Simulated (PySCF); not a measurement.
# Spin-rotation constants: `CN[C@@H]1C=CC(=O)C1`, C$_{6}$H$_{9}$NO

Cartesian coordinates in Å; atom numbers follow the order of the lines, from 1:
```xyz
17

C     2.3399   -0.6368   -0.1680
N     1.3677    0.2073    0.4951
C     0.1527    0.4318   -0.2606
C    -0.7115    1.4569    0.4180
C    -1.9811    1.0753    0.5296
C    -2.1743   -0.2683   -0.0386
O    -3.2132   -0.8670   -0.1651
C    -0.7984   -0.7717   -0.4448
H     1.9758   -1.6487   -0.3951
H     3.2184   -0.7195    0.4691
H     2.6343   -0.1587   -1.1026
H     1.1394   -0.1693    1.4104
H     0.4644    0.8208   -1.2393
H    -0.2837    2.3829    0.7606
H    -2.7934    1.6340    0.9586
H    -0.8201   -1.1655   -1.4599
H    -0.5238   -1.5915    0.2226
```

Method used: GIAO BHandHLYP/pcSseg-1 magnetisability, rotational g tensor and spin-rotation constants, non-relativistic, gas phase in PySCF. Geometry: GFN2-xTB.

(1) Give the nuclear spin-rotation constants along the inertial axes (H = +C I·J) beside the isotropic shieldings.

(2) How do the rotational constants and the g tensor change when H9, H10, H11, H12, H13, H14, H15, H16, H17 are replaced by deuterium?

Answers

(1) Rotational constants 4.8203, 1.3283, 1.0962 GHz. A star marks the isotopologue with that one atom substituted, in its own axes.
| atom | isotope | Caa (kHz) | Cbb (kHz) | Ccc (kHz) | mean (kHz) | σ (ppm) |
| --- | --- | --- | --- | --- | --- | --- |
| N2 | 14N | 0.286 | 0.083 | 0.035 | 0.135 | 209.7 |
| H9 | 1H | -0.406 | 0.017 | -0.113 | -0.167 | 29.3 |
| H10 | 1H | -0.043 | -0.149 | -0.056 | -0.083 | 29.0 |
| H11 | 1H | -0.438 | -0.157 | 0.032 | -0.188 | 29.5 |
| H12 | 1H | -0.587 | -0.182 | 0.009 | -0.253 | 32.3 |
| H13 | 1H | -0.404 | -0.151 | 0.038 | -0.172 | 28.3 |
| H14 | 1H | -0.367 | 0.135 | -0.131 | -0.121 | 24.2 |
| H15 | 1H | 0.008 | -0.012 | -0.124 | -0.043 | 25.7 |
| H16 | 1H | -0.549 | -0.044 | -0.037 | -0.210 | 29.3 |
| H17 | 1H | -0.502 | -0.096 | -0.026 | -0.208 | 30.1 |
| C1 | 13C* | 0.773 | 0.215 | 0.204 | 0.397 | 149.1 |
| C3 | 13C* | 0.981 | 0.279 | 0.235 | 0.498 | 123.9 |
| C4 | 13C* | 1.815 | 0.786 | 0.195 | 0.932 | 10.1 |
| C5 | 13C* | 1.612 | 0.638 | 0.192 | 0.814 | 44.5 |
| C6 | 13C* | 2.340 | 0.726 | 0.302 | 1.123 | -25.7 |
| O7 | 17O* | -4.344 | -1.012 | -0.039 | -1.798 | -297.5 |
| C8 | 13C* | 0.828 | 0.275 | 0.188 | 0.430 | 141.6 |

For the geometry as given, no vibrational averaging.

(2) Constants 3.8936, 1.1813, 0.9738 GHz; g -0.0450, -0.0199, -0.0083, against -0.0554, -0.0222, -0.0092 before.
